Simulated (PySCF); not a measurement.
C4H7O2P.
Structure used (GFN2-xTB), in Å, numbered top down from 1:
```xyz
14
C4H7O2P angstrom
C      2.8762   -1.0049   -0.4720
C      1.5828   -0.3808   -0.3404
C      0.4919    0.1169   -0.2425
P     -1.0444    0.9742   -0.0315
C     -2.1803   -0.2548    0.6900
O     -0.9401    2.2673    0.6533
O     -1.6092    1.1486   -1.5342
H      3.6435   -0.3462   -0.0670
H      2.8914   -1.9471    0.0745
H      3.0905   -1.1987   -1.5223
H     -1.8077   -0.5518    1.6664
H     -2.2572   -1.1203    0.0403
H     -3.1551    0.2141    0.8040
H     -1.5830    2.0831   -1.7458
```

The calculation used TDDFT wB97X-D/def2-SVPD, vertical, gas phase, core orbitals frozen in the response (PySCF 2.14.0, density-fitted response routines). GFN2-xTB frequencies show an imaginary mode (35i cm⁻¹), so this geometry is no minimum at that level.

Computed states:

```json
{"state": "S1", "E (eV)": "6.10", "f": "0.0002"}
{"state": "S2", "E (eV)": "6.37", "f": "0.0012"}
{"state": "S3", "E (eV)": "6.40", "f": "0.0009"}
{"state": "S4", "E (eV)": "7.29", "f": "0.015"}
{"state": "S5", "E (eV)": "7.45", "f": "0.0069"}
{"state": "S6", "E (eV)": "7.73", "f": "0.030"}
{"state": "S7", "E (eV)": "7.84", "f": "0.098"}
{"state": "S8", "E (eV)": "7.88", "f": "0.018"}
```

Broadening: Gaussians 0.25 eV wide at half height, area fixed by f = 4.319×10⁻⁹ ∫ε dν̃. The width is an assumption, not a result. The curve ends short of the highest state used, and states not computed would add to its high-energy end.

Q: Give the broadened spectrum and its maxima.

A: 
λ (nm), ε (L mol⁻¹ cm⁻¹) and a bar:
```
    170.3       1762 ##############################
    171.6       1376 #######################
    173.0        818 ##############
    174.3        396 #######
    175.6        152 ###
    176.9         47 #
    178.2         12 
    179.5          2 
    180.9          0 
    182.2          0 
    183.5          1 
    184.8          2 
    186.1          8 
    187.4         22 
    188.8         53 #
    190.1        100 ##
    191.4        157 ###
    192.7        208 ####
    194.0        233 ####
    195.3        222 ####
    196.6        183 ###
    198.0        129 ##
    199.3         85 #
    200.6         54 #
    201.9         37 #
    203.2         28 
    204.5         22 
    205.9         16 
    207.2         11 
    208.5          7 
    209.8          4 
    211.1          2 
    212.4          1 
    213.8          0 
    215.1          0 
    216.4          0
```

Maxima: 194 nm (6.38 eV), ε about 230, made up of S2 (57%) and S3 (43%) (ε in L mol⁻¹ cm⁻¹; maxima over ε = 5, shares over 10%). At its high-energy end, 7.28 eV, the curve is still rising (ε about 1800, from S4 and S5).

Q: On this curve, what absorbance would a 10⁻⁵ mol/L sample give at 193 nm over a 1 cm path?

A: 193 nm is 6.424 eV, where ε is about 220 L mol⁻¹ cm⁻¹, so A = ε c l ≈ 0.0022 (Beer–Lambert, with the gas-phase spectrum and the assumed width).

Q: What would ε be at 6.38 eV, the highest of these maxima, with half the width (0.125 eV)?

A: About 457 L mol⁻¹ cm⁻¹ against 233, a factor of about 1.96; a lone state at its own centre would give exactly 2.

Q: Coming from long wavelengths, where does ε first pass 100 L mol⁻¹ cm⁻¹?

A: At about 199 nm (6.24 eV), 0.13 eV above S1.

One conformer stands for the species.
